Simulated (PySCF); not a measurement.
Torsional profile of SMILES N#Cc1ccccc1[SeH], singlet. Scanned: dihedral C3–C8–Se9–H14; all other coordinates were relaxed at GFN2-xTB. Points at φ and −φ are mirror images. Heavy atoms are numbered in the order of the SMILES N#Cc1ccccc1[SeH], hydrogens after them in the order of the atoms that carry them; the mirror image has the same energies with the sign of each dihedral reversed.

- RKS-BP86/6-31G* = restricted BP86/6-31G*, spherical d, density fitting // GFN2-xTB run with PySCF
- RHF/6-31G* = PySCF with restricted Hartree-Fock/6-31G*, spherical d, density fitting // GFN2-xTB
- RHF/3-21G = restricted Hartree-Fock/3-21G, density fitting // GFN2-xTB run with PySCF

Energies in mEh, each method relative to its own lowest point.

| φ / ° | RKS-BP86/6-31G* | RHF/6-31G* | RHF/3-21G |
|---|---|---|---|
| -150 | 2.2 | 1.2 | 1.0 |
| -120 | 4.3 | 1.8 | 1.2 |
| -90 | 4.8 | 1.2 | 0.4 |
| -60 | 3.0 | 0.3 | 0.0 |
| -30 | 0.9 | 0.0 | 0.4 |
| 0 | 0.0 | 0.1 | 0.7 |
| 30 | 0.9 | 0.0 | 0.4 |
| 60 | 3.0 | 0.3 | 0.0 |
| 90 | 4.8 | 1.2 | 0.4 |
| 120 | 4.3 | 1.8 | 1.2 |
| 150 | 2.2 | 1.2 | 1.0 |
| 180 | 0.8 | 0.6 | 0.4 |
